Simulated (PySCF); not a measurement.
# The electron affinity along group 10

Calculated with PySCF 2.14 from differences of total energies of unrestricted determinants, without spin-orbit coupling. Values in eV. The last column holds reference values (measured affinities from photodetachment; the arrow runs from anion to atom). Unmarked ones compare directly (S terms, centres of terms, or small fine structure); those marked * lie between the lowest fine-structure levels and include a spin-orbit shift.

| element | configurations | MP2 (valence) | SCS-MP2 (valence) | CCSD (valence) | CCSD(T) (valence) | PBE | SCS-MP2 (valence and next inner shell) | reference |
| --- | --- | --- | --- | --- | --- | --- | --- | --- |
| Ni (def2-QZVPPD, non-relativistic) | [Ar] 3d9 4s2 → [Ar] 3d8 4s2 | 1.550 | 1.234 | 0.731 | 1.086 | 2.008 | 1.676 | 1.157 * |
| Pd (def2-QZVPPD with the def2 core potential (28 electrons), ECP) | [Kr] 4d10 5s1 → [Kr] 4d10 | 0.224 | 0.095 | 0.156 | 0.298 | 0.708 | 0.160 | 0.562 |
| Pt (def2-QZVPPD with the def2 core potential (60 electrons), ECP) | [Xe] 4f14 5d9 6s2 → [Xe] 4f14 5d9 6s1 | 1.901 | 1.918 | 1.743 | 1.922 | 2.006 | 1.995 | 2.125 * |

The highest occupied level of the anion is positive for Ni⁻ at PBE; Pd⁻ at PBE; Pt⁻ at PBE, so there the basis helps to hold the electron.

"Valence" correlates the outer s and p shells and, in groups 3 to 12 and the f block, the outer d or f shell, open or full, or the next shell where the ion has no valence electron left; the wider scheme adds the next inner shell.
